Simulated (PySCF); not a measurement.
The numbers are results of B3LYP-D3(BJ)/def2-TZVP run with PySCF 2.14.0, not measurements. All species are isolated molecules in the gas phase. B3LYP has the VWN-RPA correlation part, as in Gaussian. Delta-SCF ions had no search for a lower state. Excitations are Tamm–Dancoff values on a coarser integration grid. The basis has no diffuse functions, so Rydberg states are missing or too high.

Reference species (SMILES): `[SiH3][Al]([SiH3])[SiH3]` (neutral, multiplicity 1).

| Item | Result |
|---|---|
| S1 excitation (TDA) | 3.35 eV |
| vertical ionisation energy (Delta-SCF) | 8.94 eV |
| S1 oscillator strength | 0.000 |
| HOMO | -7.10 eV |

Changed species: `[SiH3][Al]([Br])[Br]` (1 of 3 Br replaced by SiH3; the reference has 3 of 3 Br replaced by SiH3).

**Question.** Give the shifts of the S1 excitation (TDA), vertical ionisation energy (Delta-SCF), S1 oscillator strength and HOMO.

**Answer.** the S1 excitation (TDA) rises by 1.49 eV, to 4.84 eV; the vertical ionisation energy (Delta-SCF) rises by 0.90 eV, to 9.84 eV; the S1 oscillator strength rises by 0.013, to 0.013; the HOMO falls by 0.79 eV, to -7.89 eV.
